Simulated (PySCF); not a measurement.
ZrF4, SMILES [Zr]([F])([F])([F])[F], multiplicity 1. Geometry optimised at B3LYP-D3(BJ)/def2-SVP. The multiplicity is an assumed one; other spin states were not compared. The isomer is the one that the SMILES or the coordinates give; other isomers of the formula were not compared. The def2 effective core potentials stand for the cores of Zr; spin–orbit coupling is left out.

Give the equilibrium geometry at B3LYP-D3(BJ)/def2-SVP (PySCF confirms it by a frequency run) as bond lengths and angles, and its point group. (Estimate from the structure and the level; the computed values follow.)

point group Td.
Atoms: Zr1 F2 F3 F4 F5. Bond lengths (Å): Zr1–F2 1.904, Zr1–F3 1.904, Zr1–F4 1.904, Zr1–F5 1.904. Bond angles (°): F2–Zr1–F3 109.5, F2–Zr1–F4 109.5, F2–Zr1–F5 109.5, F3–Zr1–F4 109.5, F3–Zr1–F5 109.5, F4–Zr1–F5 109.5.
